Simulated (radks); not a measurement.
Question: Ta V, configuration [Xe] 4f14 5d1. All-electron calculation, Dirac Kohn-Sham, PBE, spin-unpolarised, spherical densities, finite nucleus; open shells fill j = l - 1/2 first; Fermi nuclear charge, rms radius 5.3507 fm. Program: a radial shooting solver on a logarithmic mesh with Libxc functionals.

Spin-orbit splittings of the eigenvalues, e(l+1/2) - e(l-1/2), with zeta = 2 splitting/(2l+1) and mean radii in bohr:

shell  occ.  splitting (eV)  zeta (eV)  <r> j=l-1/2  <r> j=l+1/2
2p        6               ?          ?      0.06487      0.07271
3p        6           273.5      182.3       0.1942       0.2088
3d       10           59.57      23.83       0.1829       0.1874
4p        6           62.94      41.96       0.4645       0.4976
4d       10           11.56      4.625       0.5165       0.5280
4f       14           1.991     0.5687       0.6296       0.6398
5p        6           9.145      6.097        1.198        1.291
5d        1          0.9412     0.3765        1.715        1.754

Estimate the 2p splitting.

Answer: 1270 eV (zeta = 846.8 eV).
